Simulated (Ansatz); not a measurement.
Ideal-gas functions of CH4AlBrO, SMILES `C[O][AlH][Br]` at 400 K and 1 bar, from an Ansatz frequency run at PBE0-D4/def2-TZVP.

Molar mass 138.93 g/mol, point group Cs (symmetry number 1), electronic degeneracy 1, moments of inertia 61.809, 311.076, 369.722 u Å². Harmonic wavenumbers (cm⁻¹, unscaled): 83, 86, 155, 249, 406, 461, 630, 747, 1181, 1191, 1232, 1485, 1495, 1500, 2009, 3017, 3085, 3094.

Use S(trans) = R[1.5 ln M + 2.5 ln T − 1.1517]; rotational temperatures θ = 24.2544 K / I; S(rot) = R[ln(√π/σ · √(T³/θAθBθC)) + 1.5]; for each mode x = 1.438777 ν̃/T, S = R[x/(eˣ − 1) − ln(1 − e⁻ˣ)] and H = RT x/(eˣ − 1); 1 cm⁻¹ = 0.0119627 kJ/mol; R = 8.31446 J/(mol·K).

Task: By hand: the entropy, in J/(mol·K).

Result: Translation 176.5. Rotation: θ = 0.3924, 0.078, 0.0656 K, giving 117.8. Vibration, mode by mode: 18.40, 18.10, 13.28, 9.50, 5.87, 5.00, 3.09, 2.22, 0.63, 0.61, 0.54, 0.25, 0.25, 0.24, 0.05, 0.00, 0.00, 0.00, in all 78.0. Electronic 0.0. Sum 372.3 J/(mol·K).

Task: By hand: H − E and G − E in kJ/mol, counted from the electronic energy.

Result: Zero-point energy ½ × 22106 × 0.0119627 = 132.2; thermal vibration 15.4; translation, rotation and pV give 4 RT = 13.3. H − E = 160.9 kJ/mol, and G − E = 160.9 − 400 × 372.3/1000 = 12.0 kJ/mol.

Vibration gives 21 % of the entropy, 36.5 J/(mol·K) of it from the modes under 150 cm⁻¹: soft modes count most, and the harmonic formula is weakest for them. The sum counts one conformer and one mirror image; others add a mixing term.
